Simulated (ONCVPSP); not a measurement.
An all-electron radial function and its pseudo partner (nitrogen (N))

Columns: radius, all-electron u(r) and pseudo u(r) of the 2p shell (level -7.04 eV) of nitrogen in the configuration [He] 2s2 2p3; PBEsol, scalar-relativistic, ONCV scheme, ONCVPSP 4.0.1.

```
r (bohr)  all-electron  pseudo
   0.082        0.0518  0.0187
   0.165        0.1611  0.0735
   0.248        0.2847  0.1585
   0.330        0.4009  0.2632
   0.413        0.5036  0.3799
   0.495        0.5878  0.4955
   0.578        0.6558  0.6034
   0.660        0.7065  0.6938
   0.742        0.7423  0.7633
   0.825        0.7653  0.8097
   0.908        0.7771  0.8327
   0.990        0.7797  0.8351
   1.072        0.7749  0.8219
   1.155        0.7641  0.7983
   1.238        0.7487  0.7697
   1.320        0.7301  0.7406
   1.402        0.7089  0.7128
   1.485        0.6855  0.6865
   1.568        0.6609  0.6610
   1.650        0.6359  0.6359
   1.733        0.6101  0.6101
   1.815        0.5845  0.5845
   1.898        0.5588  0.5587
   1.980        0.5337  0.5337
   2.062        0.5090  0.5090
   2.145        0.4847  0.4847
```

Question: How many radial nodes do the two functions have?

Answer: The all-electron 2p function has n − l − 1 = 0; the pseudo-wave has 0.

Question: At about which radius was the pseudo-wave matched?

Answer: 1.65 bohr, where the columns begin to agree (steps of 0.08 bohr).

Question: Is the pseudo-wave norm-conserving?

Answer: Yes: the ONCV scheme keeps the norm inside the radius equal to the all-electron one, which fixes the energy derivative of the logarithmic derivative at the level.
